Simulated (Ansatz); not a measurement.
System: BNH3, charge -1, singlet. BNH3- (SMILES B[NH-]).
B3LYP-D3(BJ)/def2-TZVP minimum from Ansatz (an electronic-structure program):
```
B
N 1 1.3697
H 2 1.0230 1 110.79
H 1 1.2329 2 120.53 3 -180.00
H 1 1.2415 4 113.63 2 180.00
```
Charge -1, spin multiplicity 1.

Total energies in aug-cc-pVDZ, 12 correlated electrons, 2 frozen orbitals. UHF or UKS for unpaired electrons; spin-orbit terms are left out. Correlated methods leave the cores frozen. No relativity.

```tsv
method	program	energy (Eh)	minus CCSDT(Q) (mEh)
HF	Ansatz	-80.87414	330.78
MP2	Ansatz	-81.17044	34.48
CCSD	Ansatz	-81.19127	13.65
CCSD(T)	Ansatz	-81.20338	1.54
CCSDT(Q)	Ansatz	-81.20492	0.00
```

Rough core times of Ansatz's runs on a shared machine: CCSD(T) under 20 s, CCSDT(Q) 2 min.
